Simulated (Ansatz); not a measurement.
`CN(C)[Si]O` → `O[SiH]` + `C=NC` at 500 K and 1 bar (β-hydride elimination).

Computed with Ansatz on PBE0-D4/def2-TZVP structures; ΔE is electronic, products minus reactants. CCSD(T)/CBS adds triple-zeta CCSD(T) − MP2 to the extrapolated MP2 energy (def2 sets, frozen cores). This one scheme is used for every species. Each species was taken in one conformer, which may not be the lowest.

```tsv
species	CCSD(T)/CBS energy (Eh)	H − E (kJ/mol)	S (J/(mol·K))
`CN(C)[Si]O`	-499.30678	300.6	409.9
`O[SiH]`	-365.43832	75.8	267.5
`C=NC`	-133.77870	206.0	296.0
```

H − E and S are ideal-gas, rigid-rotor, harmonic terms from PBE0-D4/def2-TZVP, for one conformer and one mirror image of each species. 1 Eh = 2625.50 kJ/mol, R = 8.31446 J/(mol·K).

Task: By hand: ΔE, ΔH, ΔS and ΔG.

Result: ΔE = (-365.43832) + (-133.77870) − (-499.30678) = 0.08976 Eh = 235.7 kJ/mol. Δ(H − E) = 75.8 + 206.0 − 300.6 = -18.8, so ΔH = 216.9 kJ/mol. ΔS = 267.5 + 296.0 − 409.9 = 153.6 J/(mol·K). ΔG = 216.9 − 500 × (153.6)/1000 = 140.1 kJ/mol.

Task: By hand: the equilibrium constant, and the temperature at which ΔG would vanish if ΔH and ΔS stayed fixed.

Result: log₁₀ K = −ΔG/(RT ln 10) = -14.6. ΔG = 0 at ΔH/ΔS = 1412 K.

The number of gas molecules changes by +1, which sets the sign of ΔS. A doubt of 5 kJ/mol in ΔE shifts log₁₀ K by 0.5 here. Other conformers and mirror images would add mixing entropy, several J/(mol·K) or more a flexible species. Modes under 60 cm⁻¹, often nearly free rotors, make the harmonic entropy too high. These are equilibria of isolated gas molecules and say nothing of rates. Largest T1 diagnostic: 0.016 (customary marks: 0.02 for closed shells, 0.045 for open ones).
